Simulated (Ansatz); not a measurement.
A nudged elastic band was laid between two geometries of CH6OSi + H2O (12 atoms, charge 0, multiplicity 1).

The calculation used RKS PBE-D4/def2-SVP in Ansatz.

- movable images: 5
- climbing image: yes
- spring: 5.0 eV/Å²
- optimiser: quadratic models (default)
- start path: through a guess of the saddle point
- force threshold: 0.03 eV/Å
- iteration limit: 60
- end points: relaxed

First end point:

```xyz
12
Properties=species:S:1:pos:R:3
Si -0.936 0.166 0.681
C 0.132 -1.392 0.778
H -1.744 0.078 -0.603
H -1.888 0.194 1.842
O -0.045 1.581 0.749
H 1.582 0.468 -1.756
O 1.080 1.305 -1.762
H 0.737 -1.402 1.708
H -0.499 -2.305 0.765
H 0.833 -1.457 -0.081
H 0.487 1.688 -0.078
H 0.261 1.075 -2.243
```

Last end point:

```xyz
12
Properties=species:S:1:pos:R:3
Si -1.237 1.479 -0.111
C 1.195 -1.741 0.234
H -0.692 2.819 -0.544
H -2.686 1.518 0.233
O -0.472 0.980 1.295
H 0.432 -1.489 -0.525
O -1.095 0.405 -1.399
H 0.773 -1.528 1.233
H 1.465 -2.811 0.162
H 2.104 -1.129 0.072
H 0.501 0.999 1.285
H -0.289 0.498 -1.935
```

(1) What changes between the two ends?

(2) What energy profile does the band end with?

(3) What is the geometry of the highest image?

## Answers

(1) Bonds broken: Si1–C2, H6–O7. Bonds formed: Si1–O7, C2–H6. CH6OSi + H2O becomes CH4 + H4O2Si.

(2) The run converged. The highest image is number 2 of 0 to 6, 1.70 eV above the first end and 2.41 eV above the last; the last end lies 0.72 eV below the first. Neighbouring images differ by up to 2.3 eV, so the band resolves the path poorly. A vibrational analysis at the climbing image gives one clearly imaginary mode, 1089i cm⁻¹: a first-order saddle point. The orbitals stay closed-shell, which can raise the energy where a bond breaks towards radicals; this wasn't checked here.

```
image  path coordinate (Å)  energy (eV)  Si1–C2 (Å)  H6–O7 (Å)  Si1–O7 (Å)
    0                 0.00         0.00        1.89       0.98        3.37
    1                 1.39         0.19        1.92       0.98        2.85
    2                 2.77         1.70        2.21       1.29        1.97
    3                 4.88        -0.56        3.48       2.15        1.69
    4                 6.98        -0.67        3.72       2.48        1.68
    5                 9.09        -0.70        4.05       2.62        1.68
    6                11.19        -0.72        4.05       2.58        1.68
```

(3) 
```xyz
12
Properties=species:S:1:pos:R:3
Si -0.695 0.539 0.238
C 0.454 -1.346 0.326
H -1.801 0.469 -0.793
H -1.365 0.001 1.482
O -0.167 1.992 0.906
H 0.697 -0.377 -0.583
O 0.644 0.758 -1.188
H 0.836 -1.255 1.360
H -0.455 -1.980 0.314
H 1.226 -1.902 -0.258
H 0.403 2.451 0.260
H 0.223 0.649 -2.064
```

The run took 2.7 min on 2 threads of Intel(R) Xeon(R) Platinum 8488C (Sapphire Rapids) (shared host), peak memory 0.15 GiB.
